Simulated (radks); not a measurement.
Charge is removed step by step from the 5p (averaged over the sub-levels emptied) level of the cerium ion Ce+, starting from [Xe] 4f1 5d2. Calculated with a radial shooting solver on a logarithmic mesh with Libxc functionals: Dirac Kohn-Sham, LDA (Slater exchange, Perdew-Wang correlation), spin-unpolarised, spherical densities, finite nucleus; open shells are shared between the two j in proportion to 2j + 1; Fermi nuclear charge, rms radius 4.8771 fm.

removed (e)  E - E(0) (eV)  eigenvalue (eV)  E minus straight line (eV)
0                    0.000          -27.460                       0.000
0.25                 7.172          -29.930                      -0.968
0.5                 14.974          -32.502                      -1.306
0.75                23.429          -35.158                      -0.990
1                   32.559          -37.887                       0.000

Removing the whole electron costs 32.559 eV by Delta-SCF, against 27.460 eV from minus the eigenvalue at the starting occupation. Slater's transition state (half an electron removed) gives 32.502 eV. Integrating minus the eigenvalue over the occupation (Janak's theorem) gives 32.559 eV. The mean slope of the eigenvalue, de/dn, is 10.4 eV per electron.
